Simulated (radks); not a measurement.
Task: Radial electron density D(r) = 4 pi r^2 rho(r) of an atom or ion with 47 electrons. Calculated with a radial shooting solver on a logarithmic mesh with Libxc functionals: scalar-relativistic Kohn-Sham, BLYP, spin-polarised, spherical densities, point nucleus.

r (bohr)  D(r) (e/bohr)  spin D(r)
0.005303          22.75    0.00655
0.006124          27.40    0.00783
0.00713           32.89    0.00931
0.0083            38.84     0.0109
0.009662          45.02     0.0124
0.01125           51.08     0.0138
0.0131            56.55     0.0150
0.01524           60.92     0.0158
0.01775           63.69     0.0163
0.0205            64.52     0.0166
0.02386           63.50     0.0171
0.02778           60.99     0.0187
0.03234           57.98     0.0224
0.03765           55.93     0.0294
0.04383           56.30     0.0403
0.05102           60.03     0.0543
0.0594            66.81     0.0686
0.0686            74.40     0.0772
0.07986           80.76     0.0749
0.09297           82.45     0.0570
0.1082            78.15     0.0272
0.126             69.51   0.000585
0.1467            60.90  -0.000565
0.1708            57.02     0.0397
0.1988            59.55      0.112
0.2296            65.00      0.173
0.2673            67.80      0.179
0.3111            62.51      0.111
0.3622            49.37     0.0212
0.4217            34.10    0.00870
0.4909            23.48      0.131
0.5715            20.28      0.335
0.6653            21.91      0.477
0.7684            23.43      0.462
0.8945            21.96      0.332
1.041             17.48      0.240
1.212             12.03      0.304
1.411             7.380      0.496
1.643             4.190      0.673
1.913             2.267      0.706
2.227             1.172      0.578
2.572            0.5913      0.390
2.994            0.2777      0.226
3.485            0.1506      0.140
4.057            0.1087      0.107
4.723           0.08221     0.0821
5.499           0.05004     0.0500
6.401           0.02200     0.0220
7.452          0.006635    0.00664
8.606          0.001445    0.00144
10.02         0.0001823   0.000182

What is the nuclear charge?

Result: Z = 50. The innermost maximum, from 1s, lies near gamma/Z bohr with gamma = sqrt(1 - (Z/c)^2) = 0.931, here 0.0186 bohr (found: 0.0203), and its height grows with Z. The density is that of the tin ion Sn3+ in [Ar] 3d10 4s2 4p5.75 4d10 5s1 6s0.25; the configuration itself is not fixed sharply by these data, and Z only to a few units. D(r) has 4 maxima, at r = 0.0203, 0.0900, 0.263, 0.781 bohr, and minima at 0.0398, 0.174, 0.571 bohr, inside which lie 1.99, 11.21, 29.00 electrons.
